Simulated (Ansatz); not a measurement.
Relaxation of H3OSTe (6 atoms, charge 1, multiplicity 1), to a largest force component of 0.02 eV/Å in at most 50 steps.

These are results of RKS B3LYP-D4/def2-SVP (Ansatz 0.2.0), not measurements.

```xyz
6
Properties=species:S:1:pos:R:3:forces:R:3
O -1.158 0.347 -0.560 0.12 -0.04 0.29
S 0.656 -0.806 -0.589 -0.04 -0.02 -0.69
Te 1.254 -0.929 1.571 -0.08 -0.62 0.79
H -1.875 -0.191 -0.934 -0.25 -0.04 -0.17
H -1.033 1.128 -1.122 -0.10 0.20 -0.21
H 2.156 0.451 1.634 0.35 0.52 -0.01
```

Task: Where does it end, and by what steps?

Result: The forces met the threshold. Limits of this set-up: the dipole of an ion depends on the origin. After 4 steps the energy has fallen by 0.039 eV; H6 moved furthest, 0.08 Å.

```csv
step,energy less start (eV),largest force component (eV/Å),accepted
0,0.0000,0.790,yes
1,-0.0326,0.277,yes
2,-0.0377,0.095,yes
3,-0.0384,0.049,yes
4,-0.0389,0.017,yes
```

```xyz
6
Properties=species:S:1:pos:R:3
O -1.194 0.359 -0.586
S 0.673 -0.804 -0.571
Te 1.298 -0.960 1.617
H -1.912 -0.180 -0.969
H -1.092 1.139 -1.165
H 2.227 0.446 1.675
```

The run took 16 s on 1 thread of Arm Neoverse V2, with other jobs on the host, peak memory 0.14 GiB.
